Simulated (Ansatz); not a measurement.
Reactions of C2H10GeSi (`C[SiH2][GeH2][CH3]`).

Computed with Ansatz on PBE0-D4/def2-TZVP structures; ΔE is electronic, products minus reactants. CBS: MP2 limit from def2 TZ/QZ plus the TZ coupled-cluster correction, frozen cores. This one scheme is used for every species. Elements past krypton have def2 core potentials. For Br, Ge, In outer-core shells are correlated without core-valence functions, which leaves a few kJ/mol of doubt a bond. Scalar relativity is left out up to krypton. Each species was taken in one conformer, which may not be the lowest.

Q: Order these by ΔE at CCSD(T)/CBS, lowest first. (Best estimate.)
A. `C[SiH2][GeH2][CH3]` + `[SiH3][O][InH2]` → `[CH3][InH][O][SiH3]` + `C[SiH2][GeH3]`
B. `C[SiH2][GeH2][CH3]` + `C#N` → `C[SiH2]C#N` + `[CH3][GeH3]`
C. `C[SiH2][GeH2][CH3]` + `OB(O)O` → `C[SiH2]OB(O)O` + `[CH3][GeH3]`
D. `C[SiH2][GeH2][CH3]` + `S[SiH](Cl)Cl` → `C[SiH2]S[SiH](Cl)Cl` + `[CH3][GeH3]`
E. `C[SiH2][GeH2][CH3]` + `C=N` → `C=[N][GeH2][CH3]` + `C[SiH3]`
F. `C[SiH2][GeH2][CH3]` + `OC(F)F` → `C[SiH2]OC(F)F` + `[CH3][GeH3]`
G. `C[SiH2][GeH2][CH3]` + `N[SiH3]` → `C[SiH2]N[SiH3]` + `[CH3][GeH3]`
H. `C[SiH2][GeH2][CH3]` + `BrCBr` → `[CH3][GeH2][CH2]Br` + `C[SiH2]Br`

A: H (-1.50 eV), C (-0.87 eV), F (-0.75 eV), D (-0.61 eV), G (-0.48 eV), B (-0.33 eV), A (-0.05 eV), E (+0.11 eV).

Largest T1 diagnostic: 0.015, for `[SiH3][O][InH2]`.
